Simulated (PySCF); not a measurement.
# Electron affinity of Cs by level of theory

Cs- [Xe] 6s2 (1S) → Cs [Xe] 6s1 (2S), as a difference of total energies. Computed with PySCF 2.14 in x2c-TZVPPall with one added diffuse shell each of s, p, d type (12s8p7d2f1g, 94 functions), with the spin-free X2C one-electron Hamiltonian (Gaussian nucleus). Correlated levels: valence and next inner shell: [Kr] 4d10 frozen. The calculations carry no spin-orbit coupling.

```
                                method  electron affinity (eV)  error (eV)
                                   UHF                  -0.084      -0.556
    MP2 (valence and next inner shell)                   0.325      -0.147
SCS-MP2 (valence and next inner shell)                   0.376      -0.096
   CCSD (valence and next inner shell)                   0.416      -0.056
CCSD(T) (valence and next inner shell)                   0.460      -0.012
```

Reference: 0.472 eV (measured; photodetachment measurements, as compiled on the Wikipedia data page of electron affinities).

Errors of the correlated levels include the incompleteness of this basis and the frozen core.

A negative affinity means that the anion lies above the atom at that level of theory.

The coupled-cluster amplitudes are large for Cs- (T1 above 0.03 or a double amplitude above 0.15), so a single reference is strained.
